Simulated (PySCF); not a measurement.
Cartesian coordinates (Å):
```xyz
5

Zn    -0.0126    -0.0111    -0.0011
O      0.8632     0.8672    -1.2746
H      1.1917     1.7337    -0.9750
O     -0.9206    -1.1059     1.0658
H     -1.0632    -0.7299     1.9528
```
Charge 0, multiplicity 1.

Question: What is the computed HOMO–LUMO gap, total energy, charge on the central atom (meta-Löwdin), HOMO, charge on the central atom (Mulliken), dipole moment and LUMO (PySCF with PBE-D3(BJ)/def2-TZVP // TPSS-D3(BJ)/def2-SVP)?

Answer: 
| Quantity | Result |
|---|---|
| HOMO–LUMO gap | 4.38 eV |
| total energy | -1930.7277 Ha |
| charge on the central atom (meta-Löwdin) | 1.23 e |
| HOMO | -6.46 eV |
| charge on the central atom (Mulliken) | 0.50 e |
| dipole moment | 2.71 D |
| LUMO | -2.08 eV |
